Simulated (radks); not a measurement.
Results of a calculation; reference values are marked as such.
Species: P IV. Configuration: [Ne] 3s2 (the NIST ground configuration). Level of theory: scalar-relativistic Kohn-Sham, PBEsol, spin-polarised, spherical densities, point nucleus (a radial shooting solver on a logarithmic mesh with Libxc functionals).

Local quantities along the radius. ELF = 1/(1 + alpha^2) is the electron localisation function; alpha = (tau - tau_W)/tau_unif compares the Pauli kinetic energy density with that of the uniform gas (summed over spins). tau is taken from the large components.

| r (bohr) | ELF | alpha |
|---|---|---|
| 0.004781 | 1.000 | 0.009648 |
| 0.006078 | 1.000 | 0.01009 |
| 0.007665 | 1.000 | 0.01070 |
| 0.009744 | 1.000 | 0.01159 |
| 0.01239 | 1.000 | 0.01288 |
| 0.01575 | 1.000 | 0.01475 |
| 0.02002 | 1.000 | 0.01757 |
| 0.02525 | 1.000 | 0.02181 |
| 0.03209 | 0.999 | 0.02898 |
| 0.0408 | 0.998 | 0.04166 |
| 0.05186 | 0.996 | 0.06604 |
| 0.06593 | 0.986 | 0.1179 |
| 0.08315 | 0.948 | 0.2341 |
| 0.1057 | 0.779 | 0.5319 |
| 0.1344 | 0.412 | 1.195 |
| 0.1708 | 0.217 | 1.901 |
| 0.2172 | 0.296 | 1.541 |
| 0.2739 | 0.585 | 0.8424 |
| 0.3482 | 0.803 | 0.4953 |
| 0.4426 | 0.867 | 0.3913 |
| 0.5626 | 0.842 | 0.4331 |
| 0.7153 | 0.622 | 0.7789 |
| 0.9093 | 0.164 | 2.256 |
| 1.147 | 0.107 | 2.886 |
| 1.458 | 0.634 | 0.7605 |
| 1.853 | 0.985 | 0.1245 |
| 2.356 | 1.000 | 0.02200 |
| 2.995 | 1.000 | 0.004233 |
| 3.777 | 1.000 | 0.0008648 |
| 4.801 | 1.000 | 0.0001606 |

On this mesh the ELF has minima near r = 0.17, 1.0 bohr, which separate the shells, and maxima near 0.44 (0.87).
